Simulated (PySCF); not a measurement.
Level of theory: PBE/[Ta def2-SVP with ECP60, O def2-SVP, I def2-SVP with ECP28], scalar-relativistic core potentials, density fitting, no spin–orbit coupling, PySCF. Open shells, if any, are unrestricted.

Q: What shape and geometry does isolated singlet TaO₂I take (every ligand bound to Ta)?

A: Formally Ta is in oxidation state +5, d0. The polar-tensor charge on Ta, 1.58, is far below the formal one. The lowest minimum found is a singlet of Cs symmetry with Ta–I 2.690 Å, Ta–O 1.744 Å (×2); I–Ta–O 106.9° (×2), O–Ta–O 104.6°. Its harmonic wavenumbers are 135 (a'), 145 (a''), 202 (a'), 337 (a'), 912 (a''), 958 (a') cm⁻¹ and its dipole moment is 5.08 D.

This need not be the most stable arrangement of these atoms. With an element this heavy the missing spin–orbit coupling can shift these numbers.
